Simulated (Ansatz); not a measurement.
`C[BH][AlH][AlH2]` + H–F → `C[BH][AlH][F]` + `[AlH3]` at 700 K and 1 bar (cleavage of the Al–Al bond).

Isolated molecules relaxed with PBE0-D4/def2-TZVP in Ansatz; ΔE leaves out vibrations. CCSD(T)/CBS is the MP2 limit (def2-TZVPP, def2-QZVPP) plus CCSD(T) − MP2 in def2-TZVPP, frozen cores. This one scheme is used for every species. Each species was taken in one conformer, which may not be the lowest.

```
           species  CCSD(T)/CBS energy (Eh)  H − E (kJ/mol)  S (J/(mol·K))
`C[BH][AlH][AlH2]`               -551.02087           266.8          512.8
               H–F               -100.39570            45.2          198.5
   `C[BH][AlH][F]`               -407.70477           220.2          439.7
          `[AlH3]`               -243.78045            80.2          251.4
```

H − E and S are ideal-gas, rigid-rotor, harmonic terms from PBE0-D4/def2-TZVP, for one conformer and one mirror image of each species. 1 Eh = 2625.50 kJ/mol, R = 8.31446 J/(mol·K).

Problem. By hand: ΔE, ΔH, ΔS and ΔG.

Solution. ΔE = (-407.70477) + (-243.78045) − (-551.02087) − (-100.39570) = -0.06865 Eh = -180.2 kJ/mol. Δ(H − E) = 220.2 + 80.2 − 266.8 − 45.2 = -11.6, so ΔH = -191.8 kJ/mol. ΔS = 439.7 + 251.4 − 512.8 − 198.5 = -20.2 J/(mol·K). ΔG = -191.8 − 700 × (-20.2)/1000 = -177.7 kJ/mol.

Problem. By hand: the equilibrium constant, and the temperature at which ΔG would vanish if ΔH and ΔS stayed fixed.

Solution. log₁₀ K = −ΔG/(RT ln 10) = 13.3. ΔG = 0 at ΔH/ΔS = 9495 K, far beyond where these terms or the molecules hold.

ΔH outweighs TΔS. A doubt of 5 kJ/mol in ΔE shifts log₁₀ K by 0.4 here. Other conformers and mirror images would add mixing entropy, several J/(mol·K) or more a flexible species. Modes under 60 cm⁻¹, often nearly free rotors, make the harmonic entropy too high. These are equilibria of isolated gas molecules and say nothing of rates. Largest T1 diagnostic: 0.013 (customary marks: 0.02 for closed shells, 0.045 for open ones).
